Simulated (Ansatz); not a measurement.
`[CH3][Ge]([NH2])([Cl])[Cl]` + H–F → `[CH3][Ge]([NH2])([F])[Cl]` + HCl at 298.15 K and 1 bar (ligand exchange at a Ge–Cl bond).

Calculated with Ansatz (gas phase, PBE0-D4/def2-TZVP geometries, no zero-point term in ΔE). CBS: MP2 limit from def2 TZ/QZ plus the TZ coupled-cluster correction, frozen cores. This one scheme is used for every species. For Ge outer-core shells are correlated without core-valence functions, which leaves a few kJ/mol of doubt a bond. Scalar relativity is left out up to krypton. One conformer a species, not always the lowest.

| species | CCSD(T)/CBS energy (Eh) | H − E (kJ/mol) | S (J/(mol·K)) |
| --- | --- | --- | --- |
| `[CH3][Ge]([NH2])([Cl])[Cl]` | -3091.55637 | 196.2 | 390.7 |
| H–F | -100.39570 | 33.5 | 173.6 |
| `[CH3][Ge]([NH2])([F])[Cl]` | -2731.56957 | 198.4 | 373.3 |
| HCl | -460.38127 | 26.6 | 186.8 |

H − E and S are ideal-gas, rigid-rotor, harmonic terms from PBE0-D4/def2-TZVP, for one conformer and one mirror image of each species. 1 Eh = 2625.50 kJ/mol, R = 8.31446 J/(mol·K).

By hand: ΔE, ΔH, ΔS and ΔG.

ΔE = (-2731.56957) + (-460.38127) − (-3091.55637) − (-100.39570) = 0.00123 Eh = 3.2 kJ/mol. Δ(H − E) = 198.4 + 26.6 − 196.2 − 33.5 = -4.7, so ΔH = -1.5 kJ/mol. ΔS = 373.3 + 186.8 − 390.7 − 173.6 = -4.2 J/(mol·K). ΔG = -1.5 − 298.15 × (-4.2)/1000 = -0.2 kJ/mol.

By hand: the equilibrium constant, and the temperature at which ΔG would vanish if ΔH and ΔS stayed fixed.

log₁₀ K = −ΔG/(RT ln 10) = 0.0. ΔG = 0 at ΔH/ΔS = 357 K, though so small a ΔH makes that figure unsure.

TΔS isn't small against ΔH here. The sign of ΔG lies within the doubt. A doubt of 5 kJ/mol in ΔE shifts log₁₀ K by 0.9 here. Other conformers and mirror images would add mixing entropy, several J/(mol·K) or more a flexible species. Modes under 60 cm⁻¹, often nearly free rotors, make the harmonic entropy too high. These are equilibria of isolated gas molecules and say nothing of rates. Largest T1 diagnostic: 0.010 (customary marks: 0.02 for closed shells, 0.045 for open ones).
